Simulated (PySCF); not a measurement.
Work out the structure from these simulated measurements.

Elements present: C, H, O and Si. Monoisotopic mass: 170.0219 u.

- UV, strongest line: among the 10 lowest singlet transitions: S5 at 6.93 eV (179 nm, f = 0.827) [TDDFT CAM-B3LYP/def2-SVPD]
- 13C NMR: chemical shifts (computed TMS as zero) by class: 162.5 (1 C), 139.8 (2 C), 126.7 (1 C), 122.6 (2 C) ppm [GIAO HF/pcSseg-1]
- NMR, other nuclei: isotropic shieldings of nuclei other than C and H, by class: 247 (1 O), 326 (1 O), 435 (1 Si), 436 (1 Si) ppm [GIAO HF/pcSseg-1]
- UV, first state: lowest singlet excitation: 5.24 eV (237 nm, f = 0.021) [TDDFT CAM-B3LYP/def2-SVPD]
- Triplet: lowest triplet excitation (Tamm–Dancoff): 4.03 eV [TDA CAM-B3LYP/def2-SVPD]
- Dipole: 0.54 D [CAM-B3LYP/def2-SVPD]
- 1H NMR: chemical shifts (computed TMS as zero) by class: 7.57 (2 H), 7.11 (1 H), 6.98 (2 H), 4.63 (2 H), 4.60 (3 H) ppm [GIAO HF/pcSseg-1]
- Valence photoelectron: vertical ionisation energy: 8.55 eV [ΔSCF CAM-B3LYP/def2-SVPD]
- Rotational structure: rotational constants A, B, C: 2.752, 0.436, 0.380 GHz [PBE0-D3(BJ)/def2-SVP]

Gas-phase values; electronic properties from PySCF, density fitting. Levels stand in brackets. Isolated species at its PBE0-D3(BJ)/def2-SVP geometry (one conformer only). NMR values are class means; diastereotopic atoms form classes of their own.

**Question.** Which formula fits the mass and the elements?

**Answer.** C6H10O2Si2 (calculated 170.0219). No other formula that holds each of these elements comes within 0.0003 u with a fitting electron parity and a possible valence count.

**Question.** What is the compound? Reason from the data.

**Answer.** Numbering: `[SiH3:1][O:2][SiH2:3][O:4][c:5]1[cH:6][cH:7][cH:8][cH:9][cH:10]1`. Its formula, C6H10O2Si2, gives 4 degrees of unsaturation: 1 ring and 3 π bonds in the structure found (Kekulé form). 6 carbons fall into 4 classes; from least to most shielded: aromatic carbon bearing oxygen [C5] (162.5 ppm), aromatic CH carbon [C7/C9] (139.8 ppm, 2 C), aromatic CH carbon [C8] (126.7 ppm), aromatic CH carbon [C6/C10] (122.6 ppm, 2 C, up to 6.0 ppm apart in this geometry). Hydrogen classes from least to most shielded: 2 H on the meta carbons, C7/C9 (7.57 ppm), 1 H on the para carbon, C8 (7.11 ppm), 2 H on the ortho carbons, C6/C10 (6.98 ppm, a mean of values up to 0.7 ppm apart in this geometry), 2 H on an oxygen-bound silicon, Si3 (4.63 ppm), 3 H on an oxygen-bound silicon, Si1 (4.60 ppm). The other shieldings belong to: 247 ppm, silyl ether oxygen [O4]; 326 ppm, siloxane oxygen [O2]; 435 ppm, oxygen-bound silicon [Si3]; 436 ppm, oxygen-bound silicon [Si1]. The first electron is taken from the HOMO, whose largest Löwdin shares are 0.21 on an aromatic CH carbon, 0.17 on the silyl ether oxygen, 0.17 on the aromatic carbon bearing oxygen and 0.11 on an aromatic CH carbon. The optimised geometry has point group C1 and is an asymmetric top. Structure: `[SiH3]O[SiH2]Oc1ccccc1`. The assignments are read from this structure; whether some other isomer fits the data as well wasn't checked.

Conformer computed: `[SiH3:1][O:2][SiH2:3][O:4][c:5]1[cH:6][cH:7][cH:8][cH:9][cH:10]1`: Si1–O2–Si3–O4 -17°, O2–Si3–O4–C5 180°, Si3–O4–C5–C6 180°.
